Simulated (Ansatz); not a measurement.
Calculated with Ansatz (gas phase, PBE0-D4/def2-TZVP geometries, no zero-point term in ΔE). CCSD(T)/CBS adds triple-zeta CCSD(T) − MP2 to the extrapolated MP2 energy (def2 sets, frozen cores). This one scheme is used for every species. DFT in def2-TZVPP. B3LYP here is the variant with VWN-RPA as its local correlation; programs differ in this. HSE06 is defined as in plane-wave codes. def2 core potentials past Kr. For Se, Zr outer-core shells are correlated without core-valence functions, which leaves a few kJ/mol of doubt a bond. Scalar relativity is left out up to krypton. One conformer a species, not always the lowest.

Reaction (ligand exchange at a Zr–C bond): `C#[C][Zr]([F])([F])[Cl]` + H₂Se → `[F][Zr]([F])([Cl])[SeH]` + `C#C`

```json
{"level": "B97M-V", "ΔE (kcal/mol)": "-14.6", "difference from CCSD(T)/CBS": "2.8"}
{"level": "B3LYP-D4", "ΔE (kcal/mol)": "-16.4", "difference from CCSD(T)/CBS": "1.0"}
{"level": "r2SCANh-D4", "ΔE (kcal/mol)": "-17.1", "difference from CCSD(T)/CBS": "0.3"}
{"level": "PBE-QIDH", "ΔE (kcal/mol)": "-17.5", "difference from CCSD(T)/CBS": "-0.1"}
{"level": "HSE06", "ΔE (kcal/mol)": "-17.1", "difference from CCSD(T)/CBS": "0.3"}
{"level": "MP2/def2-SVP", "ΔE (kcal/mol)": "-15.4", "difference from CCSD(T)/CBS": "2.0"}
{"level": "CCSD(T)/def2-SVP", "ΔE (kcal/mol)": "-14.2", "difference from CCSD(T)/CBS": "3.2"}
{"level": "MP2/def2-TZVPP", "ΔE (kcal/mol)": "-17.0", "difference from CCSD(T)/CBS": "0.4"}
{"level": "SCS-MP2/def2-QZVPP", "ΔE (kcal/mol)": "-16.5", "difference from CCSD(T)/CBS": "0.9"}
{"level": "HF/CBS(def2)", "ΔE (kcal/mol)": "-15.4", "difference from CCSD(T)/CBS": "2.0"}
{"level": "CCSD(T)/CBS", "ΔE (kcal/mol)": "-17.4", "difference from CCSD(T)/CBS": "0"}
```

Largest T1 diagnostic among the species: 0.017.

Leaving LDA and LC-ωPBE aside and taking each functional with its dispersion term where it has one, the values spread over 2.9 kcal/mol, from PBE-QIDH to B97M-V. LDA lies −1.5 kcal/mol from PBE without D4. From BLYP to BHLYP (50 % exact exchange), in def2-TZVPP and without D4, ΔE moves by −1.1 kcal/mol.

CCSD(T)/CBS has its own doubt, a few kJ/mol and more with outer-core shells, so smaller differences from it don't rank the levels.
